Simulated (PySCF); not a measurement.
## A single-point calculation

Pt(H2O)3 (singlet). PySCF 2.14.0, RKS PBE0, Pt def2-SVP with ECP60, O def2-SVP, H def2-SVP; non-relativistic Hamiltonian with scalar-relativistic core potentials where named; density fitting; no spin-orbit coupling. Purpose: singlet excitations, Tamm-Dancoff PBE0.

```python
mol = gto.M(atom='''
Pt    -0.00000    -0.00000    -0.00000
O      2.38624     0.28695    -0.00000
H      2.45727    -0.30522     0.76417
H      2.45727    -0.30522    -0.76417
O     -1.44163     1.92307     0.00000
H     -0.96431     2.28067     0.76417
H     -0.96431     2.28067    -0.76417
O     -0.94462    -2.21002     0.00000
H     -1.49296    -1.97545     0.76417
H     -1.49296    -1.97545    -0.76417''',
    basis={'Pt': 'def2-SVP', 'O': 'def2-SVP', 'H': 'def2-SVP'},
    ecp={'Pt': 'def2-SVP'},
    charge=0, spin=0)
mf = dft.RKS(mol, xc='PBE0')
mf.grids.atom_grid = (50, 194)
mf = mf.density_fit()  # fitting sets: Pt def2-universal-JKFIT, O def2-universal-JKFIT, H def2-universal-JKFIT
mf.conv_tol = 1e-08; mf.max_cycle = 55
mf.kernel(dm0)  # dm0: converged density of the relaxed state
td = mf.TDA(); td.nstates = 8; td.kernel()
```

Run from Python with OMP_NUM_THREADS=2; the lines above give its settings. Where DIIS fails, smearing, a level shift and second-order steps follow.
It took 23 s on 2 threads of Arm Neoverse V2, with other jobs on the host, from an already converged density.

**Question.** Where do the frontier levels lie, over both spins?

**Answer.** HOMO -4.33 eV, LUMO -1.05 eV. 

**Question.** What are the Mulliken charges and spins?

**Answer.** 
```
atom  charge (e)  spin (e)
 Pt1      -0.568     0.000
  O2      -0.223     0.000
  H3       0.206     0.000
  H4       0.206     0.000
  O5      -0.223     0.000
  H6       0.206     0.000
  H7       0.206     0.000
  O8      -0.223     0.000
  H9       0.206     0.000
 H10       0.206     0.000
```

**Question.** Which singlet excitations follow (Tamm-Dancoff, 8 states)?

**Answer.** 
```tsv
state	eV	oscillator strength
1	1.78	0.0000
2	1.78	0.0000
3	1.86	0.0007
4	1.87	0.0007
5	2.21	0.0000
6	3.61	0.0000
7	3.61	0.0000
8	3.93	0.0000
```
Functionals without range separation put charge-transfer states too low; the basis has no diffuse functions.

The geometry was relaxed with r2SCAN (Pt def2-SVP with ECP60, O def2-SVP, H def2-SVP).
